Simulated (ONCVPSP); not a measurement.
**Reading a pseudo-wave (Al)**

Columns: radius, all-electron u(r) and pseudo u(r) of the 2s shell (level -112.00 eV) of aluminium in the configuration [He] 2s2 2p6 3s2 3p0.5; PBE, scalar-relativistic, ONCV scheme, ONCVPSP 4.0.1.

```json
{"r (bohr)": "0.062", "all-electron": "-0.5985", "pseudo": "0.2467"}
{"r (bohr)": "0.125", "all-electron": "-0.3105", "pseudo": "0.4859"}
{"r (bohr)": "0.188", "all-electron": "0.1869", "pseudo": "0.7029"}
{"r (bohr)": "0.250", "all-electron": "0.6332", "pseudo": "0.8860"}
{"r (bohr)": "0.312", "all-electron": "0.9634", "pseudo": "1.0323"}
{"r (bohr)": "0.375", "all-electron": "1.1755", "pseudo": "1.1399"}
{"r (bohr)": "0.438", "all-electron": "1.2826", "pseudo": "1.2050"}
{"r (bohr)": "0.500", "all-electron": "1.3100", "pseudo": "1.2293"}
{"r (bohr)": "0.562", "all-electron": "1.2834", "pseudo": "1.2184"}
{"r (bohr)": "0.625", "all-electron": "1.2199", "pseudo": "1.1769"}
{"r (bohr)": "0.688", "all-electron": "1.1344", "pseudo": "1.1116"}
{"r (bohr)": "0.750", "all-electron": "1.0391", "pseudo": "1.0310"}
{"r (bohr)": "0.812", "all-electron": "0.9400", "pseudo": "0.9406"}
{"r (bohr)": "0.875", "all-electron": "0.8404", "pseudo": "0.8448"}
{"r (bohr)": "0.938", "all-electron": "0.7452", "pseudo": "0.7497"}
{"r (bohr)": "1.000", "all-electron": "0.6577", "pseudo": "0.6607"}
{"r (bohr)": "1.062", "all-electron": "0.5773", "pseudo": "0.5786"}
{"r (bohr)": "1.125", "all-electron": "0.5033", "pseudo": "0.5035"}
{"r (bohr)": "1.188", "all-electron": "0.4370", "pseudo": "0.4370"}
{"r (bohr)": "1.250", "all-electron": "0.3790", "pseudo": "0.3790"}
{"r (bohr)": "1.312", "all-electron": "0.3277", "pseudo": "0.3277"}
{"r (bohr)": "1.375", "all-electron": "0.2820", "pseudo": "0.2820"}
{"r (bohr)": "1.438", "all-electron": "0.2421", "pseudo": "0.2421"}
{"r (bohr)": "1.500", "all-electron": "0.2080", "pseudo": "0.2080"}
{"r (bohr)": "1.562", "all-electron": "0.1785", "pseudo": "0.1784"}
{"r (bohr)": "1.625", "all-electron": "0.1525", "pseudo": "0.1525"}
```

How many radial nodes do the two functions have?

The all-electron 2s function has n − l − 1 = 1; the pseudo-wave has 0, since the states of the same l below it are removed with the core.

At about which radius was the pseudo-wave matched?

1.20 bohr. The columns agree to 0.0005 from 1.12 bohr on; several derivatives are matched, so the curves merge somewhat inside the radius.

Where does each function peak?

Outermost all-electron maximum near 0.50 bohr, pseudo maximum near 0.50 bohr (to the table’s step).

Is the pseudo-wave norm-conserving?

Yes: the ONCV scheme keeps the norm inside the radius equal to the all-electron one, which fixes the energy derivative of the logarithmic derivative at the level.
